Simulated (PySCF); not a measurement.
Field gradients at the hydrogen positions

Species: C3H7ClSi.
Z-matrix (Å and degrees, GFN2-xTB geometry), rows numbered from 1:
```
C 
C   1  1.4886
C   2  1.3288  1  125.93
Si  3  1.8814  2  127.20  1     0.11
Cl  4  2.0280  3  110.04  2   -64.49
H   1  1.0898  2  110.05  3  -122.94
H   1  1.0861  2  111.61  3    -1.60
H   1  1.0900  2  109.72  3   119.06
H   2  1.0857  1  114.30  3  -179.57
H   3  1.0837  2  117.17  1  -179.86
H   4  1.4616  3  108.90  2   177.97
H   4  1.4634  3  112.75  2    54.99
```

Level: PBE0/pcSseg-1 (PySCF, non-relativistic); Q(2H) = 0.00286 b; rigid geometry, the same for H and D, with no vibrational averaging.

**Question.** Rank these positions by the coupling χzz of a deuteron there, largest first.
A. H12 (Si–H hydrogen)
B. H10 (vinylic hydrogen)
C. H6 (methyl hydrogen)

**Answer.** B (220 kHz), C (209 kHz), A (108 kHz).

**Question.** What are Vzz, η and χzz (234.96 MHz × Q × Vzz) at all hydrogens?

**Answer.** 
| atom | bonded to | bond length (Å) | Vzz (au) | η | χzz (kHz) |
| --- | --- | --- | --- | --- | --- |
| H6 | C1 | 1.090 | 0.3106 | 0.02 | 209 |
| H7 | C1 | 1.086 | 0.3142 | 0.06 | 211 |
| H8 | C1 | 1.090 | 0.3102 | 0.03 | 208 |
| H9 | C2 | 1.086 | 0.3156 | 0.04 | 212 |
| H10 | C3 | 1.084 | 0.3270 | 0.06 | 220 |
| H11 | Si4 | 1.462 | 0.1605 | 0.02 | 108 |
| H12 | Si4 | 1.463 | 0.1603 | 0.02 | 108 |

**Question.** Average by the element that carries the hydrogen.

**Answer.** on C: 212 kHz over 5 positions, mean bond length 1.087 Å; on Si: 108 kHz over 2 positions, mean bond length 1.462 Å.

One conformer (not necessarily the lowest) at the GFN2-xTB geometry, without solvent, vibrations or thermal averaging. GFN2-xTB bond lengths can be off by several hundredths of an ångström, more for odd bonds, and the gradients follow them. A larger basis could move these couplings by a tenth or more.
